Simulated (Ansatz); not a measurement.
Mulliken charges of F2HInSe, SMILES `[F][In]([F])[SeH]` from PBE/def2-TZVPP in Ansatz (PBE0-D4/def2-TZVP geometry).

| atom | x (Å) | y (Å) | z (Å) | charge (e) |
| --- | --- | --- | --- | --- |
| F1 | -0.410 | -1.135 | 1.703 | -0.414 |
| In2 | 0.451 | -0.436 | 0.119 | 0.942 |
| F3 | 2.123 | -1.338 | -0.234 | -0.412 |
| Se4 | -0.476 | 1.375 | -1.263 | -0.208 |
| H5 | -1.638 | 1.461 | -0.365 | 0.093 |

Task: By hand: the dipole of these point charges (1 e Å = 4.8032 D).

Result: Σ q r = (-0.333, 0.460, -0.268) e Å, of length 0.628 e Å = 3.02 D.

Task: How does the dipole of the full density compare? (An estimate is asked.)

Result: The calculation gave: (-0.318, 0.471, -0.294) e Å, 3.07 D; the point charges give 0.98 times that, at 3° from its direction.

Point charges leave out the atoms' own dipoles, such as those of lone pairs, and Mulliken's split depends on the basis, so the close match here is no proof of good charges.
